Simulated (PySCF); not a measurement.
PySCF input (PW6B95/def2-TZVPD):

```python
from pyscf import gto, scf, dft

mol = gto.M(
    atom='''
    C     1.46871891   -0.10220435   -0.17749299
    C     0.20127381   -0.01291603   -0.01782906
    O    -1.06597145    0.15715660    0.07537202
    H    -1.49218478   -0.56653057    0.56895620
    ''',
    basis='def2-tzvpd',
    charge=0,
    spin=1,
    verbose=4,
)

mf = dft.UKS(mol, xc='pw6b95').density_fit(auxbasis='def2-universal-jkfit')
mf.grids.level = 3
mf.conv_tol = 1e-9
mf.max_cycle = 100
mf.max_memory = 1500
mf.kernel()
if not mf.converged:
    mf = mf.newton()
    mf.kernel(mf.make_rdm1())
for _ in range(2):
    mo, _, stable, _ = mf.stability(return_status=True)
    if stable:
        break
    mf.kernel(mf.make_rdm1(mo, mf.mo_occ))
mf.analyze()
```

Output:

```
PySCF version 2.14.0

[INPUT] verbose = 4
[INPUT] num. atoms = 4
[INPUT] num. electrons = 21
[INPUT] charge = 0
[INPUT] spin (= nelec alpha-beta = 2S) = 1
[INPUT] symmetry False subgroup None
[INPUT] Mole.unit = angstrom
[INPUT] Symbol           X                Y                Z      unit          X                Y                Z       unit  Magmom
[INPUT]  1 C      1.468718910000  -0.102204350000  -0.177492990000 AA    2.775476493870  -0.193138230239  -0.335413140130 Bohr   0.0
[INPUT]  2 C      0.201273810000  -0.012916030000  -0.017829060000 AA    0.380352376948  -0.024407759317  -0.033692040458 Bohr   0.0
[INPUT]  3 O     -1.065971450000   0.157156600000   0.075372020000 AA   -2.014394097105   0.296982932668   0.142432475255 Bohr   0.0
[INPUT]  4 H     -1.492184780000  -0.566530570000   0.568956200000 AA   -2.819820561444  -1.070587618494   1.075171394873 Bohr   0.0

nuclear repulsion = 51.6762390912409
number of shells = 45
number of NR pGTOs = 170
number of NR cGTOs = 123
basis = def2-tzvpd
ecp = {}

******** <class 'pyscf.df.df_jk.DFUKS'> ********
method = DFUKS
initial guess = minao
damping factor = 0
level_shift factor = 0
DIIS = <class 'pyscf.scf.diis.CDIIS'>
diis_start_cycle = 1
diis_space = 8
diis_damp = 0
SCF conv_tol = 1e-09
SCF conv_tol_grad = None
SCF max_cycles = 100
direct_scf = False
number electrons alpha = 11  beta = 10
XC library pyscf.dft.libxc version 7.1.2
    S. Lehtola, C. Steigemann, M. J. T. Oliveira, and M. A. L. Marques,  SoftwareX 7, 1–5 (2018)
XC functionals = pw6b95
    Y. Zhao and D. G. Truhlar,  J. Phys. Chem. A 109, 5656 (2005)
radial grids:
    Treutler-Ahlrichs [JCP 102, 346 (1995); DOI:10.1063/1.469408] (M4) radial grids

becke partition: Becke, JCP 88, 2547 (1988); DOI:10.1063/1.454033
pruning grids: <function nwchem_prune>
grids dens level: 3
symmetrized grids: False
atomic radii adjust function: <function treutler_atomic_radii_adjust>
small_rho_cutoff = 0
Set gradient conv threshold to 3.16228e-05
tot grids = 52128
******** <class 'pyscf.df.df.DF'> ********
auxbasis = def2-universal-jkfit
init E= -152.474325289436
  alpha nocc = 11  HOMO = -0.270975192177859  LUMO = -0.0305278858019378
  beta  nocc = 10  HOMO = -0.284624875166786  LUMO = -0.270975192177859

WARN: HOMO -0.270975192177859 >= LUMO -0.270975192177859

cycle= 1 E= -152.028277046727  delta_E= 0.446  |g|= 0.342  |ddm|=  1.3
[...]
  beta  nocc = 10  HOMO = -0.294402577186977  LUMO = -0.167598646314719
  HOMO = -0.294402577187  LUMO = -0.167598646315  gap/eV = 3.45051
Extra cycle  E= -152.080245123028  delta_E= -1.19e-11  |g|= 1.63e-06  |ddm|= 5.44e-06
converged SCF energy = -152.080245123028  <S^2> = 0.75218139  2S+1 = 2.0021802
uhf_internal: lowest eigs of H = [0.03872013 0.05168549 0.29369103]
<class 'pyscf.df.df_jk.DFUKS'> wavefunction is stable in the internal stability analysis
**** SCF Summaries ****
Total Energy =                        -152.080245123027510
Nuclear Repulsion Energy =              51.676239091240916
One-electron Energy =                 -307.554959396824756
Two-electron Energy =                  103.798475182556317
Two-electron Coulomb Energy =          123.662603376275726
DFT Exchange-Correlation Energy =      -19.864128193719413
HOMO-LUMO gap [eV] =                     3.450510711818395
**** MO energy ****
                             alpha | beta                alpha | beta
MO #1   energy= -19.4363151841193  | -19.4314712840723  occ= 1 | 1
MO #2   energy= -10.3939443387886  | -10.389095794703   occ= 1 | 1
MO #3   energy= -10.3312742008947  | -10.3253741469293  occ= 1 | 1
MO #4   energy= -1.20364510605693  | -1.19335965776827  occ= 1 | 1
MO #5   energy= -0.809031359706538 | -0.77832961507676  occ= 1 | 1
MO #6   energy= -0.698350863221133 | -0.688146510812206 occ= 1 | 1
MO #7   energy= -0.549949301936358 | -0.543816928273518 occ= 1 | 1
MO #8   energy= -0.521947556672206 | -0.48553764555616  occ= 1 | 1
MO #9   energy= -0.316193782239421 | -0.300465534392117 occ= 1 | 1
MO #10  energy= -0.313939958493553 | -0.294402577186977 occ= 1 | 1
MO #11  energy= -0.306546034666152 | -0.167598646314719 occ= 1 | 0
MO #12  energy= -0.0382943983617707 | -0.0365087119134131 occ= 0 | 0
MO #13  energy= 0.0289207995738208 | 0.0335281874558611 occ= 0 | 0
MO #14  energy= 0.0386810992621247 | 0.0541230899266453 occ= 0 | 0
MO #15  energy= 0.053465034171902  | 0.0548541035676312 occ= 0 | 0
MO #16  energy= 0.0537769080279963 | 0.0591196301062656 occ= 0 | 0
MO #17  energy= 0.0546218135315734 | 0.0864856987869955 occ= 0 | 0
MO #18  energy= 0.0950827422768988 | 0.0957047429482271 occ= 0 | 0
MO #19  energy= 0.104980695435852  | 0.106916738498348  occ= 0 | 0
MO #20  energy= 0.142229326108507  | 0.147810963742358  occ= 0 | 0
MO #21  energy= 0.152425045067341  | 0.154386079917135  occ= 0 | 0
MO #22  energy= 0.165295448995173  | 0.166932210778877  occ= 0 | 0
MO #23  energy= 0.194040662242485  | 0.195501223023591  occ= 0 | 0
MO #24  energy= 0.209736878188146  | 0.220272177497156  occ= 0 | 0
MO #25  energy= 0.231558377024565  | 0.234932731419934  occ= 0 | 0
MO #26  energy= 0.239527814620004  | 0.243048979020724  occ= 0 | 0
MO #27  energy= 0.241290724619449  | 0.244953487836799  occ= 0 | 0
MO #28  energy= 0.246710768715614  | 0.249727603474699  occ= 0 | 0
MO #29  energy= 0.271617586271407  | 0.274217279670054  occ= 0 | 0
MO #30  energy= 0.294194526170238  | 0.302152302139082  occ= 0 | 0
MO #31  energy= 0.2999164325421    | 0.303476646577938  occ= 0 | 0
MO #32  energy= 0.321143774264976  | 0.32390165769558   occ= 0 | 0
MO #33  energy= 0.330489930350698  | 0.332077864988927  occ= 0 | 0
MO #34  energy= 0.369753280613564  | 0.371455663419901  occ= 0 | 0
MO #35  energy= 0.371888658179448  | 0.375458284291969  occ= 0 | 0
MO #36  energy= 0.382562119777309  | 0.383441327939863  occ= 0 | 0
MO #37  energy= 0.414346435098892  | 0.417412127502498  occ= 0 | 0
MO #38  energy= 0.438216657699741  | 0.440045079399752  occ= 0 | 0
MO #39  energy= 0.483713326782935  | 0.48667490383543   occ= 0 | 0
MO #40  energy= 0.497109968470456  | 0.498280792522859  occ= 0 | 0
MO #41  energy= 0.508011715686126  | 0.511572682033738  occ= 0 | 0
MO #42  energy= 0.53695331308101   | 0.540786706116446  occ= 0 | 0
MO #43  energy= 0.581926749734375  | 0.584644123487697  occ= 0 | 0
MO #44  energy= 0.584011976501318  | 0.593996601665972  occ= 0 | 0
MO #45  energy= 0.591837686417932  | 0.594881854620946  occ= 0 | 0
MO #46  energy= 0.680808306401157  | 0.684158557141547  occ= 0 | 0
MO #47  energy= 0.700866276981316  | 0.70458202459681   occ= 0 | 0
MO #48  energy= 0.729163049452403  | 0.731501734207455  occ= 0 | 0
MO #49  energy= 0.770576257112692  | 0.792459158631717  occ= 0 | 0
MO #50  energy= 0.775288528703128  | 0.795088979903003  occ= 0 | 0
MO #51  energy= 0.815085821111959  | 0.818607614052993  occ= 0 | 0
MO #52  energy= 0.834197263119894  | 0.842146862360653  occ= 0 | 0
MO #53  energy= 0.83491665924563   | 0.843708144500791  occ= 0 | 0
MO #54  energy= 0.88883870463561   | 0.89527008414349   occ= 0 | 0
MO #55  energy= 0.981230702197898  | 1.0029923681644    occ= 0 | 0
MO #56  energy= 1.0215580744389    | 1.02882086556053   occ= 0 | 0
MO #57  energy= 1.02899904146204   | 1.04099444643224   occ= 0 | 0
MO #58  energy= 1.03249368257885   | 1.04750973068964   occ= 0 | 0
MO #59  energy= 1.10277506437411   | 1.10583646051768   occ= 0 | 0
MO #60  energy= 1.29422609045347   | 1.30100402874347   occ= 0 | 0
MO #61  energy= 1.30029902508202   | 1.31417489095571   occ= 0 | 0
MO #62  energy= 1.35011995731053   | 1.35381392785124   occ= 0 | 0
MO #63  energy= 1.45699587897187   | 1.48761616782895   occ= 0 | 0
MO #64  energy= 1.50925771721023   | 1.52080456667433   occ= 0 | 0
MO #65  energy= 1.53863483780355   | 1.54484424545955   occ= 0 | 0
MO #66  energy= 1.56259365460078   | 1.56948014239142   occ= 0 | 0
MO #67  energy= 1.68543547925629   | 1.69076481111976   occ= 0 | 0
MO #68  energy= 1.73861378369689   | 1.7489431790448    occ= 0 | 0
MO #69  energy= 1.78838642371176   | 1.79612512505532   occ= 0 | 0
MO #70  energy= 1.79568440009608   | 1.82532284681046   occ= 0 | 0
MO #71  energy= 1.91312405969627   | 1.91925774040006   occ= 0 | 0
MO #72  energy= 1.9520083988467    | 1.9579963941178    occ= 0 | 0
MO #73  energy= 2.01812698707645   | 2.02411998194339   occ= 0 | 0
MO #74  energy= 2.0934253208915    | 2.10077618595944   occ= 0 | 0
MO #75  energy= 2.12400243948681   | 2.13789860115461   occ= 0 | 0
MO #76  energy= 2.15341386024592   | 2.15829087953308   occ= 0 | 0
MO #77  energy= 2.35476528589511   | 2.35869147648178   occ= 0 | 0
MO #78  energy= 2.40514027059052   | 2.41823446833266   occ= 0 | 0
MO #79  energy= 2.48515620420077   | 2.51191521918869   occ= 0 | 0
MO #80  energy= 2.49685589395932   | 2.52004416267863   occ= 0 | 0
MO #81  energy= 2.5481097758373    | 2.56373543206125   occ= 0 | 0
MO #82  energy= 2.55329161459426   | 2.57871956579897   occ= 0 | 0
MO #83  energy= 2.6388885548733    | 2.65554143952585   occ= 0 | 0
MO #84  energy= 2.70446012699787   | 2.71398836974965   occ= 0 | 0
MO #85  energy= 2.72541278612199   | 2.75669880222535   occ= 0 | 0
MO #86  energy= 2.84997247307102   | 2.86939484605436   occ= 0 | 0
MO #87  energy= 2.85195639108854   | 2.87733756779134   occ= 0 | 0
MO #88  energy= 2.88906170820186   | 2.90943185491046   occ= 0 | 0
MO #89  energy= 2.91069210528611   | 2.92537837554057   occ= 0 | 0
MO #90  energy= 3.01460332457323   | 3.03077874836175   occ= 0 | 0
MO #91  energy= 3.02440944557773   | 3.05048572811943   occ= 0 | 0
MO #92  energy= 3.10912633945452   | 3.12128116638439   occ= 0 | 0
MO #93  energy= 3.14097532349056   | 3.1714228730559    occ= 0 | 0
MO #94  energy= 3.14909823982098   | 3.17638869163658   occ= 0 | 0
MO #95  energy= 3.18275184345119   | 3.19931679072166   occ= 0 | 0
MO #96  energy= 3.19204199003356   | 3.21047976090613   occ= 0 | 0
MO #97  energy= 3.27862310085992   | 3.28413841566458   occ= 0 | 0
MO #98  energy= 3.45134801029429   | 3.46936071088134   occ= 0 | 0
MO #99  energy= 3.48501153005443   | 3.50866391972746   occ= 0 | 0
MO #100 energy= 3.65791813496651   | 3.6736929196479    occ= 0 | 0
MO #101 energy= 3.72766248032196   | 3.75290280781624   occ= 0 | 0
MO #102 energy= 3.7957544318474    | 3.80352643458031   occ= 0 | 0
MO #103 energy= 3.94602128645967   | 3.95487507565568   occ= 0 | 0
MO #104 energy= 4.16403072735415   | 4.1767001544652    occ= 0 | 0
[...]
```

It need not be the lowest isomer of its formula.
